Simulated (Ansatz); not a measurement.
Consider the redistribution: `[NH2][Al]([F])[SiH3]` + `O[SiH2]PO` → `OP[SiH2][SiH3]` + `[NH2][Al]([OH])[F]`.

Program: Ansatz. Geometries: PBE0-D4/def2-TZVP. ΔE: electronic, gas phase. CCSD(T)/CBS is the MP2 limit (def2-TZVPP, def2-QZVPP) plus CCSD(T) − MP2 in def2-TZVPP, frozen cores. Functionals use def2-TZVPP. B3LYP here is the variant with VWN-RPA as its local correlation; programs differ in this. One conformer a species, not always the lowest.

```
             level  ΔE (kcal/mol)  difference from CCSD(T)/CBS
            PBE-D4           -8.7                          0.7
         r2SCAN-D4           -9.6                         -0.2
           PBE0-D4           -8.9                          0.5
          B3LYP-D4           -9.0                          0.4
           ωB97X-V           -8.1                          1.3
           ωB97M-V           -8.5                          0.9
            B2PLYP           -8.9                          0.5
               PBE           -8.3                          1.1
    MP2/def2-TZVPP          -10.0                         -0.6
SCS-MP2/def2-TZVPP           -9.3                          0.1
   CCSD/def2-TZVPP           -9.1                          0.3
CCSD(T)/def2-TZVPP           -9.2                          0.2
     HF/def2-QZVPP           -7.9                          1.5
    MP2/def2-QZVPP          -10.1                         -0.7
SCS-MP2/def2-QZVPP           -9.5                         -0.1
      HF/CBS(def2)           -8.0                          1.4
       CCSD(T)/CBS           -9.4                            0
```

Largest T1 diagnostic among the species: 0.014.

In def2-TZVPP, CCSD(T) changes the Hartree–Fock value by −1.4 kcal/mol (the triples alone add −0.1 kcal/mol) and MP2 by −2.2 kcal/mol.
